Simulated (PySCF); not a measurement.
An element was calculated at PBE (PySCF 2.14, spin-free X2C, a triple-zeta basis, no spin-orbit coupling), in the ground configurations that NIST lists.

```
electron affinity          : 0.788 eV
first ionisation energy    : 6.706 eV
second ionisation energy   : 13.999 eV
third ionisation energy    : 27.926 eV
polarisability of the atom : 104 bohr³
```

Problem. Which element is it?

Solution. Titanium (Ti, Z = 22), in x2c-TZVPPall with one added diffuse shell each of s, p, d, f type. NIST lists 6.828, 13.575, 27.492 eV for these ionisation energies.
